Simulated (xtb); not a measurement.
dimethyl carbonate (C3H6O3), singlet, at a GFN2-xTB geometry, atoms displaced at random by about 0.05 Å a coordinate; GFN2-xTB (xtb).

xtb was given this input:
```
$ xtb mol.xyz --gfn 2 --opt sloppy --json

# file mol.xyz
12

C      2.37201442     0.09397767    -0.00805218
O      1.15500108    -0.53456152     0.47869553
C     -0.04121010     0.12250369    -0.03738632
O     -0.04675700     1.05553261    -0.58565578
O     -1.10232994    -0.66067981     0.39162781
C     -2.38837958    -0.03969098    -0.08433328
H      2.32176961     1.07067379     0.35499897
H      3.12950767    -0.55938625     0.56626769
H      2.42283448     0.07306478    -1.00083479
H     -3.15943224    -0.76557383     0.45685797
H     -2.38414304    -0.03148110    -1.08294048
H     -2.43342197     0.84818135     0.40150551
```

What the program printed (banner, timings and long lists left out):

```
   ID    Z sym.   atoms
    1    6 C      1, 3, 6
    2    8 O      2, 4, 5
    3    1 H      7-12

           -------------------------------------------------
          |                Calculation Setup                |
           -------------------------------------------------

           -------------------------------------------------
          |                 G F N 2 - x T B                 |
           -------------------------------------------------

          ...................................................
          :                      SETUP                      :
          :.................................................:
          :  # basis functions                  30          :
          :  # atomic orbitals                  30          :
          :  # shells                           18          :
          :  # electrons                        36          :
          :  max. iterations                   250          :
          :  Hamiltonian                  GFN2-xTB          :
          :  restarted?                      false          :
          :  GBSA solvation                  false          :
          :  PC potential                    false          :
          :  electronic temp.          300.0000000     K    :
          :  accuracy                    1.0000000          :
          :  -> integral cutoff          0.2500000E+02      :
          :  -> integral neglect         0.1000000E-07      :
          :  -> SCF convergence          0.1000000E-05 Eh   :
          :  -> wf. convergence          0.1000000E-03 e    :
          :  Broyden damping             0.4000000          :
          :  net charge                          0          :
          :  unpaired electrons                  0          :
          ...................................................

 iter      E             dE          RMSdq      gap      omega  full diag
   1    -21.8412134 -0.218412E+02  0.539E+00    7.96       0.0  T
   2    -21.8928453 -0.516319E-01  0.263E+00    6.53       1.0  T
   3    -21.8936378 -0.792511E-03  0.121E+00    6.64       1.0  T
   4    -21.8945252 -0.887403E-03  0.133E-01    6.41       1.0  T
   5    -21.8945927 -0.675099E-04  0.692E-02    6.47       1.0  T
   6    -21.8945956 -0.287811E-05  0.222E-02    6.47       1.3  T
   7    -21.8945960 -0.327159E-06  0.630E-03    6.47       4.6  T
   8    -21.8945960 -0.534159E-07  0.198E-03    6.47      14.6  T
   9    -21.8945960 -0.963676E-08  0.610E-04    6.47      47.3  T
  10    -21.8945960 -0.596046E-09  0.208E-04    6.47     138.6  T

   *** convergence criteria satisfied after 10 iterations ***

         :::::::::::::::::::::::::::::::::::::::::::::::::::::
         ::                     SUMMARY                     ::
         :::::::::::::::::::::::::::::::::::::::::::::::::::::
         :: total energy             -21.634271626432 Eh    ::
         :: gradient norm              0.452761252689 Eh/a0 ::
         :: HOMO-LUMO gap              6.465760598835 eV    ::
         ::.................................................::
         :: SCC energy               -21.894601395390 Eh    ::
         :: -> isotropic ES            0.062395474401 Eh    ::
         :: -> anisotropic ES         -0.001055525696 Eh    ::
         :: -> anisotropic XC          0.000466837864 Eh    ::
         :: -> dispersion             -0.005520035441 Eh    ::
         :: repulsion energy           0.260329768958 Eh    ::
         :: add. restraining           0.000000000000 Eh    ::
         :: total charge               0.000000000000 e     ::
         :::::::::::::::::::::::::::::::::::::::::::::::::::::

      -----------------------------------------------------------
     |                   =====================                   |
     |                        A N C O P T                        |
     |                   =====================                   |
     |               Approximate Normal Coordinate               |
[...]
 * total energy  :   -21.6342716 Eh     change       -0.6988898E-10 Eh
 * total energy  :   -21.6900925 Eh     change       -0.5582084E-01 Eh
 * total energy  :   -21.6995109 Eh     change       -0.9418402E-02 Eh
 * total energy  :   -21.7002594 Eh     change       -0.7485531E-03 Eh
 * total energy  :   -21.7004100 Eh     change       -0.1505789E-03 Eh
 * total energy  :   -21.7004616 Eh     change       -0.5161837E-04 Eh
   *** GEOMETRY OPTIMIZATION CONVERGED AFTER 6 ITERATIONS ***
         :: total energy             -21.700461615825 Eh    ::
[...]
        20                         -0.0168298              -0.4580
        21                          0.0667540               1.8165
        22                          0.1243546               3.3839
        23                          0.1258740               3.4252
        24                          0.1504965               4.0952
        25                          0.1855198               5.0482
        26                          0.1856007               5.0505
        27                          0.1885025               5.1294
        28                          0.2618350               7.1249
        29                          0.2732113               7.4345
        30                          0.6839455              18.6111
      -------------------------------------------------------------
                  HL-Gap            0.2301424 Eh            6.2625 eV
             Fermi-level           -0.3289250 Eh           -8.9505 eV

     #   Z          covCN         q      C6AA      α(0)
     1   6 C        3.663     0.030    20.342     6.470
     2   8 O        1.704    -0.263    18.351     5.784
     3   6 C        2.644     0.482    19.006     7.132
     4   8 O        0.856    -0.447    22.643     6.380
     5   8 O        1.704    -0.261    18.322     5.779
     6   6 C        3.662     0.030    20.340     6.470
     7   1 H        0.924     0.069     2.100     2.266
     8   1 H        0.925     0.079     1.985     2.203
     9   1 H        0.924     0.067     2.124     2.279
    10   1 H        0.925     0.080     1.984     2.203
    11   1 H        0.924     0.067     2.116     2.275
    12   1 H        0.924     0.067     2.114     2.274

 Mol. C6AA /au·bohr⁶  :       1240.432241
 Mol. C8AA /au·bohr⁸  :      26028.299930
 Mol. α(0) /au        :         51.514102

Wiberg/Mayer (AO) data.
largest (>0.10) Wiberg bond orders for each atom

 ---------------------------------------------------------------------------
     #   Z sym  total        # sym  WBO       # sym  WBO       # sym  WBO
 ---------------------------------------------------------------------------
     1   6 C    3.914 --     8 H    0.981     9 H    0.978     7 H    0.978
                             2 O    0.953
     2   8 O    2.282 --     3 C    1.101     1 C    0.953     4 O    0.149
     3   6 C    3.926 --     4 O    1.679     5 O    1.103     2 O    1.101
     4   8 O    1.999 --     3 C    1.679     5 O    0.149     2 O    0.149
     5   8 O    2.284 --     3 C    1.103     6 C    0.953     4 O    0.149
     6   6 C    3.914 --    10 H    0.981    12 H    0.978    11 H    0.978
                             5 O    0.953
     7   1 H    0.995 --     1 C    0.978
     8   1 H    0.993 --     1 C    0.981
     9   1 H    0.996 --     1 C    0.978
    10   1 H    0.993 --     6 C    0.981
    11   1 H    0.995 --     6 C    0.978
    12   1 H    0.995 --     6 C    0.978
 ---------------------------------------------------------------------------

Topologies differ in total number of bonds
Writing topology from bond orders to xtbtopo.mol

molecular dipole:
                 x           y           z       tot (Debye)
 q only:       -0.004      -0.201       0.120
   full:       -0.007      -0.198       0.118       0.587
molecular quadrupole (traceless):
                xx          xy          yy          xz          yz          zz
 q only:       10.979       0.574      -6.643       0.117       2.379      -4.336
  q+dip:        8.577       0.442      -6.254       0.008       4.077      -2.324
   full:        9.545       0.490      -6.814       0.016       4.225      -2.731

optimized geometry written to: xtbopt.xyz

           -------------------------------------------------
          | TOTAL ENERGY              -21.700461615825 Eh   |
          | GRADIENT NORM               0.003466930254 Eh/α |
          | HOMO-LUMO GAP               6.262494105389 eV   |
           -------------------------------------------------
```
